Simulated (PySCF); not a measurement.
AsF₃GeH₂, SMILES [AsH2][Ge]([F])([F])[F].

The structure is a stationary point at B3LYP-D3(BJ)/def2-SVP. This is a generated structure with no PubChem entry under its InChIKey; it may be hypothetical.

Calculation: r2SCAN/def2-TZVP run with PySCF.

The molecule is in vacuum.

Computed frontier levels, gap, dipole moment and polarisability:
The highest occupied level is -8.16 eV, the lowest empty level is -2.26 eV and the orbital gap comes out as 5.90 eV. The dipole moment is 0.770 e·Å and the quadrupole, principal values (traceless, Buckingham form, about the centre of nuclear charge) comes out as -2.67, 0.25, 2.42 D·Å. The mean static polarisability is 57.7 bohr³ (8.55 Å³) and the polarisability, principal values comes out as 50.7, 51.2, 71.1 bohr³.
